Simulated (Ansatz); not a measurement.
Mulliken charges of CH3ISSi, SMILES `I[SiH]1CS1` from r2SCAN/def2-TZVPP in Ansatz (PBE0-D4/def2-TZVP geometry).

| atom | x (Å) | y (Å) | z (Å) | charge (e) |
| --- | --- | --- | --- | --- |
| I1 | -2.828 | 0.138 | -0.141 | -0.124 |
| Si2 | -0.466 | 0.201 | -0.654 | 0.377 |
| C3 | 0.758 | -0.105 | 0.675 | -0.179 |
| S4 | 0.687 | -1.519 | -0.551 | -0.220 |
| H5 | -0.209 | 1.190 | -1.718 | -0.054 |
| H6 | 1.713 | 0.411 | 0.680 | 0.100 |
| H7 | 0.407 | -0.385 | 1.664 | 0.100 |

**Question.** By hand: the dipole of these point charges (1 e Å = 4.8032 D).

**Answer.** Σ q r = (0.111, 0.350, 0.098) e Å, of length 0.380 e Å = 1.83 D.

**Question.** How does the dipole of the full density compare? (Estimate.)

**Answer.** The calculation gave: (0.070, 0.271, 0.102) e Å, 1.43 D; the point charges give 1.28 times that, at 6° from its direction.

Point charges leave out the atoms' own dipoles, such as those of lone pairs, and Mulliken's split depends on the basis, so the two needn't agree.
